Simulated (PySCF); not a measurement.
Interval between two levels of Ti⁺ by level of theory

Ti⁺ [Ar] 3d2 4s1 [4F9/2, M_J = 9/2] → Ti⁺ [Ar] 3d1 4s2 [2D5/2, M_J = 5/2], as a difference of total energies. Calculation: PySCF 2.14, in x2c-SVPall-2c with one added diffuse shell each of s, d type (6s5p4d1f, 48 functions); the two-component X2C-1e Hamiltonian. Correlated levels: [Ne] frozen; the 6 highest virtual spinors dropped. "Screened" scales the spin-orbit matrix elements by Boettger's factors to mimic the two-electron term; Breit and QED terms are absent.

```
                    method  interval between two levels (cm⁻¹)
           GHF (spin-free)                               34046
          GMP2 (spin-free)                               27598
 GHF (screened spin-orbit)                               34010
GMP2 (screened spin-orbit)                               27562
```

Errors of the correlated levels include the incompleteness of this basis and the frozen core.

The labels give the starting determinants; with spin-orbit coupling the two ends relaxed to ⟨J²⟩ = 24.75, ⟨L²⟩ = 12.00, ⟨S²⟩ = 3.75 and ⟨J²⟩ = 8.76, ⟨L²⟩ = 6.01, ⟨S²⟩ = 0.75.

For comparison: 24799 cm⁻¹ (measured; NIST Handbook of Basic Atomic Spectroscopic Data (Sansonetti and Martin, J. Phys. Chem. Ref. Data 34, 1559 (2005))).
